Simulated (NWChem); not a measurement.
Lowest excitation of GeI2

```
Ge
I 1 2.5867
I 1 2.5867 2 103.57
```
Charge 0, spin multiplicity 1.

The numbers come from NWChem runs, not from measurements. The geometry was optimised at PBE/def2-SVP with def2 effective core potentials on I, a minimum by its harmonic frequencies.

Basis set: def2-SVP.

| method | lowest vertical singlet excitation energy (eV) | relative cost | difference from EOM-CCSD |
|---|---|---|---|
| TD-LDA (SVWN5) | 2.35 | 1 | -0.45 |
| CIS | 3.12 | under 3 | +0.32 |
| TD-PBE | 2.40 | under 3 | -0.41 |
| TD-B3LYP | 2.64 | 3 | -0.17 |
| EOM-CCSD | 2.80 | 8 | 0.00 |

The values span 0.77 eV, from TD-LDA (SVWN5) (lowest) to CIS (highest). The cost column gives rough processor time relative to TD-LDA (SVWN5); each entry includes its own SCF.

Effective core potentials replace the inner electrons of I; spin-orbit coupling is left out. The correlated methods keep 17 core orbitals frozen. B3LYP has NWChem's definition, with VWN1-RPA local correlation. The structure started from a generated list of species. No row is a measurement; the coupled-cluster row has its own basis-set and correlation limits.
